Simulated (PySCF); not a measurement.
## Dipole response of Ne (neon, neutral)

[Ne], closed-shell 1S. All numbers are calculated (PySCF 2.14, scalar relativity by spin-free X2C-1e, in aug-cc-pVDZ-DK (4s3p2d, 23 functions)). Coupled (time-dependent) response in atomic units; α is the mean over directions. A double-zeta set is small for polarisabilities.

```
method  mean α (bohr³)  C₆ (like pair)  S(−4)
   UHF           1.834           4.125  1.255
   PBE           2.144           4.803  2.350
  PBE0           2.036           4.578  1.907
  BLYP           2.150           4.780  2.438
M06-2X           1.985           4.438  1.727
```

S(−4) is the Cauchy moment in α(ω) = α(0) + S(−4) ω² + …

Reference α: 2.661 bohr³ (recommended; Schwerdtfeger and Nagle, table of static dipole polarizabilities (2023 update)). Published C₆: 6.200 (Chu and Dalgarno (2004); Tang, Norbeck and Certain (1976)).

α(iu) at M06-2X:

| u (hartree) | α(iu) (bohr³) |
| --- | --- |
| 0 | 1.985 |
| 0.0500 | 1.981 |
| 0.100 | 1.968 |
| 0.200 | 1.921 |
| 0.300 | 1.851 |
| 0.500 | 1.682 |
| 0.750 | 1.474 |
| 1.00 | 1.293 |
| 1.50 | 1.002 |
| 2.00 | 0.7820 |
| 3.00 | 0.4922 |
| 5.00 | 0.2318 |

A single London oscillator, α(iu) = α/(1 + u²/ω²), gives C₆ = (3/4) ω α². Matching the computed C₆ needs ω = 4 × 4.438 / (3 × 1.985²) = 1.50 hartree.
